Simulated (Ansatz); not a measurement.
`C[SiH](Cl)[SnH3]` + H₂S → `C[SiH](S)Cl` + `[SnH4]` at 298.15 K and 1 bar (cleavage of the Si–Sn bond).

Isolated molecules relaxed with PBE0-D4/def2-TZVP in Ansatz; ΔE leaves out vibrations. CCSD(T)/CBS is the MP2 limit (def2-TZVPP, def2-QZVPP) plus CCSD(T) − MP2 in def2-TZVPP, frozen cores. This one scheme is used for every species. def2 core potentials past Kr. For Sn outer-core shells are correlated without core-valence functions, which leaves a few kJ/mol of doubt a bond. One conformer a species, not always the lowest.

```tsv
species	CCSD(T)/CBS energy (Eh)	H − E (kJ/mol)	S (J/(mol·K))
`C[SiH](Cl)[SnH3]`	-1005.19559	202.1	388.1
H₂S	-398.97279	49.9	205.7
`C[SiH](S)Cl`	-1187.79090	170.1	341.6
`[SnH4]`	-216.39156	79.6	228.5
```

H − E and S are ideal-gas, rigid-rotor, harmonic terms from PBE0-D4/def2-TZVP, for one conformer and one mirror image of each species. 1 Eh = 2625.50 kJ/mol, R = 8.31446 J/(mol·K).

Task: By hand: ΔE, ΔH, ΔS and ΔG.

Result: ΔE = (-1187.79090) + (-216.39156) − (-1005.19559) − (-398.97279) = -0.01408 Eh = -37.0 kJ/mol. Δ(H − E) = 170.1 + 79.6 − 202.1 − 49.9 = -2.3, so ΔH = -39.3 kJ/mol. ΔS = 341.6 + 228.5 − 388.1 − 205.7 = -23.7 J/(mol·K). ΔG = -39.3 − 298.15 × (-23.7)/1000 = -32.2 kJ/mol.

Task: By hand: the equilibrium constant, and the temperature at which ΔG would vanish if ΔH and ΔS stayed fixed.

Result: log₁₀ K = −ΔG/(RT ln 10) = 5.6. ΔG = 0 at ΔH/ΔS = 1658 K.

ΔH outweighs TΔS. A doubt of 5 kJ/mol in ΔE shifts log₁₀ K by 0.9 here. Other conformers and mirror images would add mixing entropy, several J/(mol·K) or more a flexible species. These are equilibria of isolated gas molecules and say nothing of rates. Largest T1 diagnostic: 0.013 (customary marks: 0.02 for closed shells, 0.045 for open ones).
